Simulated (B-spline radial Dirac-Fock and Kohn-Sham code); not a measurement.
X-ray emission lines of Dy⁺

System: dysprosium as Dy⁺, [Xe] 4f10 6p1 (not the ground configuration).

The run's input, task.json:

```json
{"items": [{
  "Z": 66,
  "q": 1,
  "cfg": [[1, 0, 2], [2, 0, 2], [2, 1, 6], [3, 0, 2], [3, 1, 6], [3, 2, 10], [4, 0, 2], [4, 1, 6], [4, 2, 10], [4, 3, 10], [5, 0, 2], [5, 1, 6], [6, 1, 1]],
  "A": 164,
  "rrms": 5.2218,
  "do": ["binding"]
}]}
```

Launch: `python xray_run.py task.json out`

The computed values come from a radial finite-basis atomic code: Dirac-Fock (average of configuration) total-energy differences with a finite nucleus, the Breit interaction including its frequency dependence, and self-energy and vacuum-polarisation corrections. A line energy is the difference of two single-hole energies; the list is a selection of electric-dipole transitions between resolved j subshells. Electron correlation is not included.

```
        line  energy (eV)  wavelength (Å)
 Kβ2' (K-N3)      53482.8         0.23182
Kβ2'' (K-N2)      53445.8         0.23198
  Kβ1 (K-M3)      52107.4         0.23794
  Kβ3 (K-M2)      51940.5         0.23870
  Kα1 (K-L3)      45995.8         0.26956
  Kα2 (K-L2)      45204.8         0.27427
 Lγ4 (L1-O3)       9027.0          1.3735
 Lγ3 (L1-N3)       8749.8          1.4170
 Lγ2 (L1-N2)       8712.8          1.4230
 Lγ1 (L2-N4)       8413.1          1.4737
 Lγ5 (L2-N1)       8159.4          1.5195
 Lβ7 (L3-O1)       7735.3          1.6028
 Lβ2 (L3-N5)       7628.8          1.6252
Lβ15 (L3-N4)       7622.1          1.6266
 Lβ3 (L1-M3)       7374.4          1.6813
 Lβ6 (L3-N1)       7368.4          1.6827
 Lβ1 (L2-M4)       7249.6          1.7102
 Lβ4 (L1-M2)       7207.5          1.7202
  Lη (L2-M1)       6531.3          1.8983
 Lα1 (L3-M5)       6494.1          1.9092
 Lα2 (L3-M4)       6458.5          1.9197
  Lℓ (L3-M1)       5740.3          2.1599
  Mγ (M3-N5)       1517.1          8.1722
 Mζ1 (M5-N3)        992.9          12.487
 Mζ2 (M4-N2)        991.5          12.505
```
